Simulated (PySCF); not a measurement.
A structure optimised at PBE-D3(BJ)/def2-TZVP, used in a PySCF frequency run:

```
Al
O 1 1.7274
H 2 0.9677 1 121.36
C 1 1.9802 2 114.24 3 180.00
H 4 1.0975 1 113.03 2 180.00
H 4 1.1015 5 108.94 1 121.20
H 4 1.1015 5 108.94 6 117.60
```
Charge 0, spin multiplicity 2.

**Question.** Write its SMILES, formula and point group.

**Answer.** [CH3][Al][OH], CH4AlO, Cs

**Question.** What are its rotational constants (standard atomic weights)?

**Answer.** 28.309, 5.8345, 4.9904 GHz
